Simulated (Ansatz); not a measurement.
Basis sets compared for cis-Cu(H2O)2Cl2 (CuCl₂O₂H₄). Charge 0, multiplicity 2. Geometry PBE-D4/def2-SVP. Ansatz on 4 threads of Arm Neoverse V1 on a shared host; times are rough, and most runs start from earlier orbitals.

Cartesian coordinates in Å:
```
Cu -0.612 -0.031 -0.143
O 0.900 1.401 -0.354
H 0.236 1.961 -0.854
H 1.525 1.095 -1.043
O 0.778 -1.317 0.747
H 0.018 -1.948 0.913
H 1.002 -0.969 1.634
Cl -2.063 -1.604 0.471
Cl -1.782 1.411 -1.372
```

The 6-31G sets use Cartesian d functions.

Binding counts from free atoms (Cu doublet, O triplet, H doublet, Cl doublet) in the same basis, without a counterpoise term.

```
                          level  functions  energy (Eh)  HOMO (eV)  LUMO (eV)  binding per atom (eV)  wall time
                       HF/6-31G         81   -2709.7365     -11.18       1.62                   2.21      1.1 s
                   HF/def2-TZVP        205   -2710.2175     -11.06       1.54                   2.15       14 s
                PBE-D4/def2-SVP        115   -2712.4508      -5.85      -4.97                   3.20      2.2 s
               PBE-D4/def2-TZVP        205   -2713.2069      -6.24      -5.34                   3.11      4.2 s
               PBE0-D4/def2-SVP        115   -2712.5328      -7.67      -3.96                   3.07      3.6 s
PBE0-D4/def2-TZVP (with forces)        205   -2713.2730      -8.01      -4.12                   3.00      9.5 s
```

**Question.** Estimate the rows for HF/def2-TZVPD, PBE-D4/def2-TZVPD, PBE0-D4/def2-TZVPD.

**Answer.** 
```json
{"level": "HF/def2-TZVPD", "functions": "256", "energy (Eh)": "-2710.2225", "HOMO (eV)": "-11.11", "LUMO (eV)": "0.59", "binding per atom (eV)": "2.16", "wall time": "23 s"}
{"level": "PBE-D4/def2-TZVPD", "functions": "256", "energy (Eh)": "-2713.2139", "HOMO (eV)": "-6.34", "LUMO (eV)": "-5.45", "binding per atom (eV)": "3.12", "wall time": "7 s"}
{"level": "PBE0-D4/def2-TZVPD", "functions": "256", "energy (Eh)": "-2713.2789", "HOMO (eV)": "-8.08", "LUMO (eV)": "-4.18", "binding per atom (eV)": "3.01", "wall time": "15 s"}
```
